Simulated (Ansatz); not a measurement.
## Ag⁺ ··· CH4O

The pair of Ag⁺ (SMILES [Ag+], atom 1) and CH4O (SMILES CO, atoms 2–7), both closed shells, in one local arrangement (a lower one may exist), relaxed at PBE0-D4/def2-TZVP:

Ag1  (-0.288, 0.133, -2.606)
C2  (0.390, -0.111, 0.592)
O3  (-0.553, 0.280, -0.431)
H4  (0.241, 0.513, 1.473)
H5  (1.387, 0.065, 0.195)
H6  (0.265, -1.165, 0.842)
H7  (-1.443, 0.284, -0.064)
(Å)

Computed with Ansatz 0.2.0 (basis: def2-TZVPPD, with def2-QZVPPD for the basis limit); correlated methods freeze the cores. Filled d shells of the heavier atoms are correlated. Core potentials replace the inner electrons of the atoms past krypton. B3LYP uses VWN-RPA correlation. Extrapolation: Hartree–Fock as exp(−7.88 √X), correlation as X^−2.97. Interaction energies count from these two fragments, frozen as in the pair, with the counterpoise correction; negative means bound.

(1) What is the interaction energy by CCSD(T) at an estimated basis limit (MP2 extrapolated from triple and quadruple zeta, plus CCSD(T) − MP2 in triple zeta)? (Judge from chemistry; the value comes from the calculation.)

(2) Which atoms make the shortest contact between the fragments?

No T1 diagnostic of these runs exceeds 0.012.

## Answers

(1) The calculation gives: -34.65 kcal/mol. Hartree–Fock alone gives -25.73 kcal/mol at the basis limit. It counts from the two fragments frozen as in the pair.

The same quantity by other methods in triple zeta, and each one's difference from that estimate:
```tsv
method	E_int (kcal/mol)	difference
PBE-D4	-37.31	-2.66
revPBE-D4	-34.24	0.42
BLYP-D4	-37.36	-2.71
r2SCAN-D4	-37.91	-3.26
B97M-V	-35.86	-1.20
PBE0-D4	-34.86	-0.21
B3LYP-D4	-35.85	-1.20
HSE06-D4	-34.76	-0.11
wB97X-V	-34.03	0.62
wB97M-V	-33.78	0.87
B2PLYP	-33.68	0.97
HF	-25.33	9.33
MP2	-32.87	1.78
CCSD	-30.89	3.77
CCSD(T)	-31.67	2.98
```
Differences are method less estimate.

(2) Ag1 and O3, 2.20 Å apart.

Energy to bend the free fragments (PBE0-D4 minima) into their shapes in the pair, CCSD(T)/def2-TZVPPD: CH4O 0.38 kcal/mol. This must be added to the interaction energy to get the binding energy from relaxed fragments.

Basis-set superposition shift (counterpoise-corrected less uncorrected): CCSD(T) 1.91; MP2 1.78; HF 0.05; PBE0-D4 0.06; wB97M-V 0.08 kcal/mol.

For scale, one of the runs: CCSD(T)/def2-TZVPPD, 201 basis functions, launched by `ansatz run in.yaml --threads 4 --pin off --events-out ev --progress --plain --max-ram 9574MiB`. Hardware: 4 CPU threads of an Arm Neoverse V2, shared host. Wall time 64 s; peak host memory 3 GiB.
